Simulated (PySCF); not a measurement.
Species: B₂BrH₄N.
SMILES: `BNBBr`

Theory: EOM-IP-CCSD/aug-cc-pVDZ in PySCF, restricted Hartree–Fock reference, frozen core, non-relativistic, gas phase, PBE0-D3(BJ)/def2-SVP geometry.

Hartree–Fock orbital energies give these Koopmans values (eV): HOMO 11.32, HOMO-1 11.49, HOMO-2 13.08, HOMO-3 13.48, HOMO-4 13.51, HOMO-5 15.65, HOMO-6 16.39, HOMO-7 20.07.

Question: What vertical ionisation energies does EOM-IP-CCSD give?

Answer: 
| leading hole (HF orbital) | Koopmans (eV) | EOM-IP-CCSD (eV) | change (eV) | one-hole share |
| --- | --- | --- | --- | --- |
| HOMO | 11.32 | 10.75 | -0.57 | 0.96 |
| HOMO-1 | 11.49 | 10.91 | -0.58 | 0.95 |
| HOMO-2 | 13.08 | 12.36 | -0.72 | 0.96 |
| HOMO-4 | 13.51 | 12.59 | -0.92 | 0.94 |
| HOMO-3 | 13.48 | 12.74 | -0.74 | 0.96 |
| HOMO-5 | 15.65 | 14.45 | -1.20 | 0.94 |
| HOMO-6 | 16.39 | 15.27 | -1.12 | 0.94 |
| HOMO-7 | 20.07 | 18.28 | -1.79 | 0.91 |

Question: Does the order of the lines follow the orbital energies?

Answer: No: the HOMO-4 hole (12.59 eV) falls below the HOMO-3 hole (12.74 eV). The corrections run from -1.79 to -0.57 eV, with a mean of -0.96 eV over the 8 lines; no line lies above its Koopmans value.

Question: At what kinetic energies would He II light (40.81 eV) eject these electrons?

Answer: 30.06 eV (HOMO), 29.90 eV (HOMO-1), 28.45 eV (HOMO-2), 28.22 eV (HOMO-4), 28.07 eV (HOMO-3), 26.36 eV (HOMO-5), 25.54 eV (HOMO-6), 22.53 eV (HOMO-7).

Question: What total energy has the lowest final state, and which wavelength reaches it?

Answer: E(CCSD) + ionisation energy = -2679.17996 + 0.39522 = -2678.78474 Eh, at the geometry of the initial state. The threshold wavelength is 1239.84 eV nm/10.75 eV = 115.3 nm.

One root was sought for each valence orbital with −ε under 21 eV, eight at most, so deeper holes and satellites are missing; no vibrational structure.

The run took 3.5 min on one thread of an Arm Neoverse V2, no GPU, shared host.

The values belong to the conformer `[BH2:1][NH:2][BH:3][Br:4]`: B1–N2–B3–Br4 -179°.
